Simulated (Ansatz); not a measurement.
`[F][GeH]` + `O[SiH3]` → `[SiH3][O][GeH]` + H–F at 500 K and 1 bar (ligand exchange at a Ge–F bond).

Gas-phase electronic energies from Ansatz, PBE0-D4/def2-TZVP geometries. CCSD(T)/CBS is the MP2 limit (def2-TZVPP, def2-QZVPP) plus CCSD(T) − MP2 in def2-TZVPP, frozen cores. This one scheme is used for every species. For Ge outer-core shells are correlated without core-valence functions, which leaves a few kJ/mol of doubt a bond. Scalar relativity is left out up to krypton.

```
         species  CCSD(T)/CBS energy (Eh)  H − E (kJ/mol)  S (J/(mol·K))
      `[F][GeH]`              -2176.50038            39.0          274.7
       `O[SiH3]`               -366.69042           127.5          292.9
`[SiH3][O][GeH]`              -2442.79250           128.6          366.3
             H–F               -100.39570            39.4          188.7
```

H − E and S are ideal-gas, rigid-rotor, harmonic terms from PBE0-D4/def2-TZVP. 1 Eh = 2625.50 kJ/mol, R = 8.31446 J/(mol·K).

Task: By hand: ΔE, ΔH, ΔS and ΔG.

Result: ΔE = (-2442.79250) + (-100.39570) − (-2176.50038) − (-366.69042) = 0.00260 Eh = 6.8 kJ/mol. Δ(H − E) = 128.6 + 39.4 − 39.0 − 127.5 = 1.5, so ΔH = 8.3 kJ/mol. ΔS = 366.3 + 188.7 − 274.7 − 292.9 = -12.6 J/(mol·K). ΔG = 8.3 − 500 × (-12.6)/1000 = 14.6 kJ/mol.

Task: By hand: the equilibrium constant, and the temperature at which ΔG would vanish if ΔH and ΔS stayed fixed.

Result: log₁₀ K = −ΔG/(RT ln 10) = -1.5. ΔH and −TΔS have one sign here, so there is no such temperature.

TΔS isn't small against ΔH here. A doubt of 5 kJ/mol in ΔE shifts log₁₀ K by 0.5 here. These are equilibria of isolated gas molecules and say nothing of rates. Largest T1 diagnostic: 0.014 (customary marks: 0.02 for closed shells, 0.045 for open ones).
